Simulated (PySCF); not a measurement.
Gas-phase reaction: MoO2Cl2 + 6 F = MoF6 + O2 + 2 Cl, at 1600 K and a standard pressure of 1 bar. Level: ωB97M-V/def2-TZVP†.

Method: PySCF energies plus ideal-gas RRHO corrections (1 bar). † marks an energy on the PBE0/def2-TZVP geometry and frequencies. Open shells (unrestricted): F (multiplicity 2, electronic degeneracy 6), O2 (multiplicity 3), Cl (multiplicity 2, electronic degeneracy 6); the rest are closed-shell singlets. Spin-orbit splitting is ignored; it lowers the true energy and changes the entropy of F, Cl. Mo: scalar-relativistic def2 core potential, no spin-orbit coupling. The harmonic model lacks anharmonicity and excited electronic states, which grow with temperature; levels with a mode under 35 cm⁻¹ are left out. Soft modes under 120 cm⁻¹ make the harmonic entropy rough for MoO2Cl2, MoF6.

| species | E (Ha) | H(1600 K) − E (kJ/mol) | S°(1600 K) (J/mol/K) |
|---|---|---|---|
| MoO2Cl2 | -1139.16485 | 175.6 | 504.3 |
| F | -99.74529 | 33.3 | 195.4 |
| MoF6 | -667.50208 | 256.1 | 593.0 |
| O2 | -150.35063 | 62.4 | 259.2 |
| Cl | -460.12517 | 33.3 | 203.2 |
E: electronic energy; H − E holds the zero-point and thermal terms. 1 Ha = 2625.5 kJ/mol.

### Question
Work out ΔH°, ΔS°, ΔG° and log10 K from these numbers.

### Answer
1. ΔE = 1×(-667.50208) + 1×(-150.35063) + 2×(-460.12517) − 1×(-1139.16485) − 6×(-99.74529) = -0.46646 Ha = -1224.7 kJ.
2. Δ(H − E) = 1×(256.1) + 1×(62.4) + 2×(33.3) − 1×(175.6) − 6×(33.3) = 9.7 kJ, so ΔH° = -1215.0 kJ.
3. ΔS° = 1×(593.0) + 1×(259.2) + 2×(203.2) − 1×(504.3) − 6×(195.4) = -418.1 J/K; the number of gas molecules changes by -3.
4. ΔG° = ΔH° − TΔS° = -1215.0 − 1600×(-418.1)/1000 = -546.0 kJ.
5. log10 K = −ΔG°/(RT ln 10) = 17.83, with RT ln 10 = 30.63 kJ/mol; at standard pressures the products are favoured.
6. A shift of 10 kJ in ΔE would move log10 K by 0.33 here.
For scale, ΔH°(298 K) is -1212 kJ at this level, -1235 kJ at ωB97X-V/def2-TZVP†, and runs from -1687 to -601 kJ over the 17 levels computed.
